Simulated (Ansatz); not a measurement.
System: sum formula AlNH₂F₂, charge 0, multiplicity 1. 
Geometry from a B3LYP-D3(BJ)/def2-TZVP (Ansatz, a program for electronic structure) optimisation:
```
Al
F 1 1.6453
F 1 1.6453 2 118.59
N 1 1.7487 2 120.70 3 -180.00
H 4 1.0070 1 124.49 2 0.00
H 4 1.0070 5 111.03 1 180.00
```
Charge 0, spin multiplicity 1.

Basis-set convergence of Hartree-Fock and MP2 correlation energies (hartree) with Ansatz. Valence correlation only, unless marked. Spin-orbit coupling is left out. Non-relativistic.

| basis | functions | E(HF) | E(corr, MP2) |
|---|---|---|---|
| cc-pV(D+d)Z | 75 | -496.62013 | -0.60822 |
| cc-pV(T+d)Z | 157 | -496.72838 | -0.79652 |
| cc-pV(Q+d)Z | 289 | -496.75683 | -0.86539 |
| cc-pV(5+d)Z | 483 | -496.76282 | -0.89447 |

Extrapolating the two largest sets (X = 4 and 5) as X^-3: E(corr) = (125·(-0.89447) - 64·(-0.86539))/61 = -0.9250 Eh, an estimate of the basis-set limit. The largest set recovers 96.7 % of it, the smallest 65.8 %.
